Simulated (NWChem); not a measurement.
Molecule: HTeCl; SMILES Cl[TeH]

Program: NWChem. Geometry: optimised at PBE0/def2-SVP. def2 effective core potentials on Te; no spin-orbit coupling. Level PBE/def2-SVP: energy and gradient on several grids; changes count from the extra-fine grid, which is no exact limit either.

```tsv
grid	size of the energy change (μHa)	largest change of a gradient component (μHa/bohr)
xcoarse	2000	4000
coarse	100	500
medium	20	200
fine	< 10	40
xfine	< 10	< 30
```
